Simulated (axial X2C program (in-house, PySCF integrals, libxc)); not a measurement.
# Worked dissociation energy of SbP⁺: TPSS, scalar-relativistic

Calculated with an axial X2C code built on PySCF integrals. Spin-free means the one-electron spin-free X2C Hamiltonian. Basis: Sb dyall-cv3z [11s12p8d4f1g], P dyall-v3z [8s7p2d1f] (cores contracted in-house); Gaussian nuclei, density fitting, unrestricted open shells. Masses: Sb 120.904 u, P 30.974 u.

Molecular state: M_S = 1/2, Λ = 1 (beyond evenly filled blocks: π+α, π+β, π-α).

```
E(Sb+) (2M_S = 2, M_L = 0) : -6480.198341 hartree
E(P) (2M_S = 3, M_L = 0)   : -342.118424 hartree
E(SbP⁺) at Re              : -6822.442208 hartree
ωe                         : 443.1 cm⁻¹
ωexe                       : 1.54 cm⁻¹
```

Question: Work out De and D0.

Answer: De = -6480.198341 + (-342.118424) − (-6822.442208) = 0.12544 hartree = 3.413 eV. The zero-point energy is ωe/2 − ωexe/4 = 221 cm⁻¹ = 0.027 eV, so D0 = 3.386 eV.

The state is one determinant whose occupation by symmetry is held fixed; it was picked as the lowest of a PBE0 search that is not exhaustive. Dissociation energies refer to the lowest single-determinant-based atoms at the same level and basis. Without a current term, density functionals place determinants with orbital angular momentum somewhat too high. At some level and bond length an empty orbital lies below a filled one. The determinant is spin-polarised beyond a pure state at some levels (its spin-free form has ⟨S²⟩ too high), which makes Re and μ there less reliable. Spin-free De lacks the spin–orbit lowering of the heavy p-block atom, a tenth of an eV or more for 4p and 5p, up to an eV for 6p and one to two eV for 7p atoms, less what an open-shell molecule gains itself.

Each atomic determinant is the lowest at this level and need not be a pure term. Totals compare only within one Hamiltonian and basis.
